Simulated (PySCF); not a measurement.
A structure optimised at B3LYP-D3(BJ)/def2-TZVP, used in a PySCF frequency run:

```
Be
O 1 1.4159
H 2 0.9528 1 133.93
C 1 1.6860 3 165.07 2 -179.84
H 4 1.0938 1 112.05 3 -66.69
H 4 1.0939 5 107.18 1 -123.30
H 4 1.0943 5 106.99 6 -114.43
```
Charge 0, spin multiplicity 1.

### Question
Write its SMILES and formula.

### Answer
[CH3][Be][OH], CH4BeO

### Question
What are its rotational constants (standard atomic weights)?

### Answer
143.20, 5.9225, 5.8945 GHz
